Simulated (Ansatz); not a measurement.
Consider the ligand exchange at a B–C bond: `BBC=C` + HCl → `BBCl` + `C=C`.

Calculated with Ansatz (gas phase, PBE0-D4/def2-TZVP geometries, no zero-point term in ΔE). CBS: MP2 limit from def2 TZ/QZ plus the TZ coupled-cluster correction, frozen cores. This one scheme is used for every species. Functionals use def2-TZVPP. B3LYP here is the variant with VWN-RPA as its local correlation; programs differ in this. One conformer a species, not always the lowest.

`BBC=C`:

Z-matrix (Å, degrees):
```
B
B 1 1.642
H 1 1.201 2 122.3
H 1 1.201 2 122.3 3 -176.4
C 2 1.544 1 129.1 3 -91.8
H 2 1.209 1 115.5 3 88.2
C 5 1.338 2 121.1 1 179.9
H 5 1.089 2 121.6 1 -0.1
H 7 1.087 5 122.7 2 -180.0
H 7 1.086 5 120.7 2 0.0
```

HCl:

Z-matrix (Å, degrees):
```
Cl
H 1 1.279
```

`BBCl`:

Cartesian coordinates in Å:
```
B -0.451 -0.326 -0.678
B 0.352 0.134 0.693
Cl 1.189 1.674 0.674
H 0.089 -0.960 -1.540
H -1.598 -0.034 -0.862
H 0.419 -0.489 1.712
```

`C=C`:

Z-matrix (Å, degrees):
```
C
C 1 1.323
H 1 1.085 2 121.7
H 1 1.085 2 121.7 3 -180.0
H 2 1.085 1 121.7 3 -0.0
H 2 1.085 1 121.7 3 -180.0
```

(1) Is it downhill or uphill in electronic energy at CCSD(T)/CBS, and by how much? (Estimate.)

(2) What do these levels give: B3LYP-D4, r2SCAN0-D4, CAM-B3LYP-D4, B2PLYP, revPBE, BLYP, PBE0, r2SCAN0, LC-ωPBE, CCSD/def2-TZVPP, SCS-MP2/def2-QZVPP, HF/CBS(def2)? (Estimate.)

Largest T1 diagnostic among the species: 0.012.

## Answers

(1) Ansatz gave: Downhill: ΔE = -69.2 kJ/mol.

(2) Computed: B3LYP-D4 -67.3, r2SCAN0-D4 -69.0, CAM-B3LYP-D4 -68.0, B2PLYP -70.2, revPBE -68.7, BLYP -69.0, PBE0 -67.9, r2SCAN0 -69.7, LC-ωPBE -70.4, CCSD/def2-TZVPP -69.3, SCS-MP2/def2-QZVPP -70.9, HF/CBS(def2) -74.8 kJ/mol.

Leaving LDA and LC-ωPBE aside and taking each functional with its dispersion term where it has one, the values, not all of them listed here, spread over 5.8 kJ/mol, from B2PLYP to B97M-V. LDA lies +6.2 kJ/mol from PBE without D4. At CCSD(T), def2-SVP lies −7.8 kJ/mol from the extrapolated value and def2-TZVPP +0.4 kJ/mol. In def2-TZVPP, CCSD(T) changes the Hartree–Fock value by +6.6 kJ/mol (the triples alone add +0.5 kJ/mol) and MP2 by +5.3 kJ/mol.
